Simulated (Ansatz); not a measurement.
`[NH2][Ta]([F])([F])=[S]` + HCl → `[NH2][Ta]([F])(=[S])[Cl]` + H–F  (ligand exchange at a Ta–F bond)

Isolated molecules relaxed with PBE0-D4/def2-TZVP in Ansatz; ΔE leaves out vibrations. CBS: MP2 limit from def2 TZ/QZ plus the TZ coupled-cluster correction, frozen cores. This one scheme is used for every species. DFT in def2-TZVPP. HSE06 is defined as in plane-wave codes. def2 core potentials past Kr. For Ta outer-core shells are correlated without core-valence functions, which leaves a few kJ/mol of doubt a bond. One conformer a species, not always the lowest.

| level | ΔE (kcal/mol) | difference from CCSD(T)/CBS |
| --- | --- | --- |
| BLYP-D4 | 4.0 | 3.9 |
| B97M-V | 3.8 | 3.7 |
| PBE0-D4 | 1.3 | 1.2 |
| HSE06-D4 | 1.2 | 1.1 |
| revPBE | 3.8 | 3.7 |
| BLYP | 5.6 | 5.5 |
| LC-ωPBE | 5.4 | 5.3 |
| HF/def2-TZVPP | 3.9 | 3.8 |
| CCSD(T)/def2-TZVPP | 1.1 | 1.0 |
| HF/CBS(def2) | 4.1 | 4.0 |
| CCSD(T)/CBS | 0.1 | 0 |

Largest T1 diagnostic among the species: 0.020, so the coupled-cluster value is less sure than usual.

From PBE to PBE0 (25 % exact exchange), in def2-TZVPP and without D4, ΔE moves by −1.3 kcal/mol. Leaving LDA and LC-ωPBE aside and taking each functional with its dispersion term where it has one, the values, not all of them listed here, spread over 4.7 kcal/mol, from PBE-QIDH to CAM-B3LYP-D4. LDA lies −0.9 kcal/mol from PBE without D4.

CCSD(T)/CBS has its own doubt, a few kJ/mol and more with outer-core shells, so smaller differences from it don't rank the levels.
